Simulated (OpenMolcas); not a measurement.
# Exact exchange and the dipole moment of CH4F2Si

CH4F2Si has 8 atoms, charge 0, and is taken as a singlet. As SMILES, `C[SiH](F)F`. The shape is that of a PBE0-D4/def2-TZVP optimisation.

The dipole moment y, in D, basis cc-pVDZ; a is the functional's share of exact exchange. Programs: OpenMolcas 26.06.

| functional | program | a | y (D) |
| --- | --- | --- | --- |
| revPBE | OpenMolcas | 0 | 2.02 |
| TPSS | OpenMolcas | 0 | 2.02 |
| B3LYP | OpenMolcas | 0.2 | 2.15 |
| PBE0 | OpenMolcas | 0.25 | ? |
| BHLYP | OpenMolcas | 0.5 | 2.31 |

**Question.** Fit y = c + s·a to the known rows and predict PBE0.

**Answer.** 
1. Means of the 4 rows: a = 0.1750, y = 2.125.
2. Σ(Δa)² = 0.1675, Σ(Δa·Δy) = 0.0975, so the slope is 0.0975/0.1675 = 0.58209.
3. Intercept: 2.125 − (0.58209) × 0.1750 = 2.023. The largest residual of the fit is 0.011.
4. PBE0: 2.023 + (0.58209) × 0.25 = 2.17 D.

The run gave 2.21 D, so the prediction is off by -0.04 D, more than the largest residual. More exact exchange makes the molecule more polar here. The rows mix families of semi-local functionals, which the line can't see.
